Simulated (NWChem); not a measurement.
System: SiF3, doublet; SMILES F[Si](F)F

Here is an NWChem input.

```
start job
memory heap 200 mb stack 900 mb global 1100 mb
geometry units angstroms noautosym nocenter noautoz
  F      1.457838     0.352336    -0.204561
  Si     0.000000     0.000000     0.375737
  F     -1.034051     1.086357    -0.204561
  F     -0.423787    -1.438693    -0.204561
end
basis spherical
  F library iglo-ii
  Si library iglo-ii
end
dft
  odft
  mult 2
  xc xpbe96 cpbe96
  iterations 150
end
property
  hyperfine
end
task dft property
```

NWChem printed, in part:

```
             Northwest Computational Chemistry Package (NWChem) 7.3.0
             --------------------------------------------------------

                             Geometry "geometry" -> ""
                             -------------------------

 Output coordinates in angstroms (scale by  1.889725989 to convert to a.u.)

  No.       Tag          Charge          X              Y              Z
 ---- ---------------- ---------- -------------- -------------- --------------
    1 F                    9.0000     1.45783800     0.35233600    -0.20456100
    2 Si                  14.0000     0.00000000     0.00000000     0.37573700
    3 F                    9.0000    -1.03405100     1.08635700    -0.20456100
    4 F                    9.0000    -0.42378700    -1.43869300    -0.20456100

 Effective nuclear repulsion energy (a.u.)     173.8843511332

  pbe96 is a nonlocal functional; adding pw91lda local functional.
                              NWChem Property Module
                              ----------------------

  itol2e modified to match energy
  convergence criterion.

                                 NWChem DFT Module
                                 -----------------

 Summary of "ao basis" -> "ao basis" (spherical)
 ------------------------------------------------------------------------------
       Tag                 Description            Shells   Functions and Types
 ---------------- ------------------------------  ------  ---------------------
 F                          iglo-ii                 10       22   5s4p1d
 Si                         iglo-ii                 15       35   7s6p2d

  itol2e modified to match energy
  convergence criterion.

            General Information
            -------------------
          SCF calculation type: DFT
          Wavefunction type:  spin polarized.
          No. of atoms     :     4
          No. of electrons :    41
           Alpha electrons :    21
            Beta electrons :    20
          Charge           :     0
          Spin multiplicity:     2
          Use of symmetry is: off; symmetry adaption is: off
          Maximum number of iterations: 150
          AO basis - number of functions:   101
                     number of shells:    45
          Convergence on energy requested:  1.00D-07
          Convergence on density requested:  1.00D-05
          Convergence on gradient requested:  5.00D-04

              XC Information
              --------------
          PerdewBurkeErnzerhof Exchange Functional  1.000
            Perdew 1991 LDA Correlation Functional  1.000 local
           PerdewBurkeErnz. Correlation Functional  1.000 non-local

             Grid Information
             ----------------
          Grid used for XC integration:  fine
          Radial quadrature: Mura-Knowles
          Angular quadrature: Lebedev.
          Tag              B.-S. Rad. Rad. Pts. Rad. Cut. Ang. Pts.
          ---              ---------- --------- --------- ---------
          F                   0.50       70           7.0       590
          Si                  1.10      123           6.0       770
          Grid pruning is: on
          Number of quadrature shells:   333
          Spatial weights used:  Erf1

      Superposition of Atomic Density Guess
      -------------------------------------

 Sum of atomic energies:        -587.03256767

      Non-variational initial energy
      ------------------------------

 Total energy =    -587.455560
 1-e energy   =   -1164.360418
 2-e energy   =     403.020506
 HOMO         =      -0.194283
 LUMO         =       0.142361

   convergence    iter        energy       DeltaE   RMS-Dens  Diis-err
 ---------------- ----- ----------------- --------- --------- ---------
 d= 0,ls=0.0,diis     1   -588.6643498201 -7.63D+02  8.25D-03  8.54D-01
                                                     6.59D-03  8.38D-01
 d= 0,ls=0.0,diis     2   -588.3651345728  2.99D-01  5.08D-03  1.37D+00
                                                     5.46D-03  1.35D+00
 d= 0,ls=0.0,diis     3   -588.7625155242 -3.97D-01  1.06D-03  1.85D-01
                                                     9.95D-04  1.83D-01
 d= 0,ls=0.0,diis     4   -588.8106342016 -4.81D-02  5.93D-04  2.81D-03
                                                     3.44D-04  2.57D-03
 d= 0,ls=0.0,diis     5   -588.8118896886 -1.26D-03  4.77D-05  8.85D-05
                                                     3.41D-05  8.74D-05
  Resetting Diis
 d= 0,ls=0.0,diis     6   -588.8119092066 -1.95D-05  7.01D-06  6.32D-06
                                                     9.30D-06  6.21D-06
 d= 0,ls=0.0,diis     7   -588.8119110305 -1.82D-06  2.55D-06  8.44D-08
                                                     2.42D-06  8.64D-08
 d= 0,ls=0.0,diis     8   -588.8119109810  4.95D-08  1.52D-06  2.81D-07
                                                     1.53D-06  2.79D-07

         Total DFT energy =     -588.811910980979
      One electron energy =    -1165.494177515546
           Coulomb energy =      454.776173474740
    Exchange-Corr. energy =      -51.978258073350
 Nuclear repulsion energy =      173.884351133178

 Numeric. integr. density =       41.000000023831

                    DFT Final Alpha Molecular Orbital Analysis
                    ------------------------------------------

 Vector   19  Occ=1.000000D+00  E=-3.857149D-01
              MO Center= -3.1D-01,  4.6D-01, -1.5D-01, r^2= 2.4D+00
   Bfn.  Coefficient  Atom+Function         Bfn.  Coefficient  Atom+Function
  ----- ------------  ---------------      ----- ------------  ---------------
    71      0.275941  3 F  pz                74      0.227337  3 F  pz
    68      0.185267  3 F  pz                14     -0.157124  1 F  pz
    69     -0.154405  3 F  px                70      0.147264  3 F  py
    12     -0.142914  1 F  px                17     -0.129448  1 F  pz
    92      0.120958  4 F  py                93     -0.118816  4 F  pz

 Vector   20  Occ=1.000000D+00  E=-3.691650D-01
              MO Center= -1.6D-06,  4.8D-07, -2.0D-01, r^2= 2.7D+00
   Bfn.  Coefficient  Atom+Function         Bfn.  Coefficient  Atom+Function
  ----- ------------  ---------------      ----- ------------  ---------------
    13      0.263417  1 F  py                91      0.259957  4 F  px
    16      0.215409  1 F  py                94      0.212581  4 F  px
    69     -0.196294  3 F  px                70     -0.186843  3 F  py
    10      0.175500  1 F  py                88      0.173196  4 F  px
    72     -0.160520  3 F  px                73     -0.152791  3 F  py

 Vector   21  Occ=1.000000D+00  E=-2.398567D-01
              MO Center= -9.0D-09,  4.2D-07,  8.3D-01, r^2= 2.0D+00
   Bfn.  Coefficient  Atom+Function         Bfn.  Coefficient  Atom+Function
  ----- ------------  ---------------      ----- ------------  ---------------
    29      0.641582  2 Si s                 44      0.335672  2 Si pz
    28      0.295557  2 Si s                 47      0.274484  2 Si pz
    27     -0.203060  2 Si s                 17     -0.141909  1 F  pz
    74     -0.141909  3 F  pz                96     -0.141909  4 F  pz
    14     -0.134468  1 F  pz                71     -0.134468  3 F  pz

 Vector   22  Occ=0.000000D+00  E= 9.594350D-03
              MO Center= -1.4D-01, -6.7D-02,  6.1D-01, r^2= 2.9D+00
   Bfn.  Coefficient  Atom+Function         Bfn.  Coefficient  Atom+Function
  ----- ------------  ---------------      ----- ------------  ---------------
    45      0.969029  2 Si px                 5     -0.391089  1 F  s
    42      0.344930  2 Si px                62      0.232498  3 F  s
    51     -0.183079  2 Si d  1              84      0.158589  4 F  s
    94     -0.154259  4 F  px                46      0.125168  2 Si py
    73     -0.123500  3 F  py                91     -0.106734  4 F  px

 Vector   23  Occ=0.000000D+00  E= 9.594409D-03
              MO Center=  1.4D-01,  6.7D-02,  6.1D-01, r^2= 2.9D+00
   Bfn.  Coefficient  Atom+Function         Bfn.  Coefficient  Atom+Function
  ----- ------------  ---------------      ----- ------------  ---------------
    46      0.969028  2 Si py                84      0.360029  4 F  s
    43      0.344930  2 Si py                62     -0.317356  3 F  s
    49      0.183079  2 Si d -1              16     -0.174943  1 F  py
    45     -0.125169  2 Si px                13     -0.123089  1 F  py
    72     -0.106732  3 F  px                93      0.096860  4 F  pz

 Vector   24  Occ=0.000000D+00  E= 4.463259D-02
              MO Center= -1.3D-06,  1.2D-06, -4.4D-01, r^2= 2.5D+00
   Bfn.  Coefficient  Atom+Function         Bfn.  Coefficient  Atom+Function
  ----- ------------  ---------------      ----- ------------  ---------------
    29      0.935500  2 Si s                 47     -0.856545  2 Si pz
     5     -0.370283  1 F  s                 62     -0.370284  3 F  s
    84     -0.370283  4 F  s                 44     -0.304845  2 Si pz
    15      0.200326  1 F  px                95     -0.197696  4 F  py
    27     -0.157131  2 Si s                 73      0.149280  3 F  py

                     DFT Final Beta Molecular Orbital Analysis
                     -----------------------------------------

 Vector   18  Occ=1.000000D+00  E=-3.819984D-01
              MO Center=  3.2D-01, -4.9D-01, -1.6D-01, r^2= 2.4D+00
   Bfn.  Coefficient  Atom+Function         Bfn.  Coefficient  Atom+Function
  ----- ------------  ---------------      ----- ------------  ---------------
    93      0.263265  4 F  pz                14     -0.237927  1 F  pz
    96      0.219709  4 F  pz                17     -0.198564  1 F  pz
    90      0.176705  4 F  pz                11     -0.159698  1 F  pz
    92     -0.160459  4 F  py                12     -0.143952  1 F  px
    95     -0.124166  4 F  py                15     -0.111536  1 F  px

[...]

          ----------------------
          Hyperfine Interactions
          ----------------------

 Total Spin Density (Fermi Contact Term)
 ------------------ --------------------
     Atom            x         y         z       Density (a.u.)      Aiso(MHz)     Aiso(Gauss)
     1  19-F      2.75491   0.66582  -0.38656       0.077146        324.588949     115.821213
     2  29-Si     0.00000   0.00000   0.71004       1.530422      -1360.128949    -485.327011
     3  19-F     -1.95407   2.05292  -0.38656       0.077146        324.588461     115.821039
     4  19-F     -0.80084  -2.71874  -0.38656       0.077146        324.588450     115.821035

           -------------------------------------------
           Anisotropic Interaction (Spin-Dipolar Term)
           -------------------------------------------

 ------------------------------------------------------------
     Atom            x         y         z
 ------------------------------------------------------------
     1  19-F      2.75491   0.66582  -0.38656

   Spin-Dipolar term (a.u.)
        xx             yy             zz             xy             xz             yz
 ------------------------------------------------------------------------------------------
      -0.020508      -0.279956       0.300463       0.066594      -0.386447      -0.093398

   Principal Comp. of -hf- tensor (au)            Anisotropic -hfcc- (MHz)               Anisotropic -hfcc- (Gauss)
 --------------------------------------------------------------------------------------------------------------------------
     -0.277771    -0.296050     0.573821    -139.503609  -148.684096   288.187705     -49.778273   -53.054093   102.832366

   Orientation of the principal axis of Hyperfine Tensor w.r.t absolute (molecular) frame
 --------------------------------------------------------------------------------------------------------------------------
      0.800957    -0.234918    -0.550710
      0.193575     0.972015    -0.133098
      0.566565     0.000002     0.824017

 ------------------------------------------------------------
     Atom            x         y         z
 ------------------------------------------------------------
     2  29-Si     0.00000   0.00000   0.71004

   Spin-Dipolar term (a.u.)
        xx             yy             zz             xy             xz             yz
 ------------------------------------------------------------------------------------------
      -0.487708      -0.487708       0.975416       0.000000       0.000000       0.000000

   Principal Comp. of -hf- tensor (au)            Anisotropic -hfcc- (MHz)               Anisotropic -hfcc- (Gauss)
 --------------------------------------------------------------------------------------------------------------------------
     -0.487708    -0.487708     0.975416      51.738082    51.738036  -103.476118      18.461403    18.461387   -36.922790

   Orientation of the principal axis of Hyperfine Tensor w.r.t absolute (molecular) frame
 --------------------------------------------------------------------------------------------------------------------------
      0.748136     0.663545     0.000000
     -0.663545     0.748136     0.000000
      0.000000    -0.000000     1.000000

 ------------------------------------------------------------
     Atom            x         y         z
 ------------------------------------------------------------
     3  19-F     -1.95407   2.05292  -0.38656

   Spin-Dipolar term (a.u.)
        xx             yy             zz             xy             xz             yz
 ------------------------------------------------------------------------------------------
      -0.157421      -0.143042       0.300463      -0.145642       0.274109      -0.287975

   Principal Comp. of -hf- tensor (au)            Anisotropic -hfcc- (MHz)               Anisotropic -hfcc- (Gauss)
 --------------------------------------------------------------------------------------------------------------------------
     -0.277771    -0.296051     0.573822    -139.503786  -148.684227   288.188013     -49.778336   -53.054140   102.832476

   Orientation of the principal axis of Hyperfine Tensor w.r.t absolute (molecular) frame
 --------------------------------------------------------------------------------------------------------------------------
      0.568118     0.724332     0.390621
     -0.596863     0.689451    -0.410380
     -0.566566    -0.000003     0.824017

 ------------------------------------------------------------
     Atom            x         y         z
 ------------------------------------------------------------
     4  19-F     -0.80084  -2.71874  -0.38656

   Spin-Dipolar term (a.u.)
        xx             yy             zz             xy             xz             yz
 ------------------------------------------------------------------------------------------
      -0.272766      -0.027697       0.300463       0.079047       0.112338       0.381372

   Principal Comp. of -hf- tensor (au)            Anisotropic -hfcc- (MHz)               Anisotropic -hfcc- (Gauss)
 --------------------------------------------------------------------------------------------------------------------------
     -0.296050    -0.277771     0.573821    -148.684077  -139.503631   288.187708     -53.054086   -49.778280   102.832367

   Orientation of the principal axis of Hyperfine Tensor w.r.t absolute (molecular) frame
 --------------------------------------------------------------------------------------------------------------------------
      0.959252     0.232824     0.160089
     -0.282552     0.790441     0.543478
     -0.000006    -0.566565     0.824017
```

Level: PBE/IGLO-II, spin-unrestricted, contact and dipolar terms. In the optimisation the excess spin sits in a (C3, its own frame). Geometry: optimised at PBE0/def2-SVP, spin-unrestricted. No stability test was run on the SCF state.
